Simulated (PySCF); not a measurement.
Sn(H)3(OH) (H4OSn), SMILES [OH][SnH3]. Atoms are numbered in the order given.

```xyz
6

Sn    -0.0018     0.2711     0.0000
O      0.1100    -1.7112     0.0000
H     -0.8366     0.7687     1.4116
H      1.6348     0.7403     0.0000
H     -0.8366     0.7687    -1.4116
H     -0.7499    -2.1431     0.0000
```

Geometry optimised at B3LYP-D3(BJ)/def2-TZVP. The def2 effective core potentials stand for the cores of Sn; spin–orbit coupling is left out.

Calculation: PySCF with r2SCAN/def2-TZVPD.

Mulliken values depend strongly on the basis, most of all with diffuse functions as here. ESP charges are fitted to the potential on shells at 1.4 to 2.0 van der Waals radii. Atomic charges (e):

| atom | Mulliken | ESP fit |
|---|---|---|
| Sn1 | 0.60 | 0.53 |
| O2 | -0.69 | -0.65 |
| H3 | -0.07 | -0.10 |
| H4 | -0.07 | -0.05 |
| H5 | -0.07 | -0.10 |
| H6 | 0.29 | 0.37 |
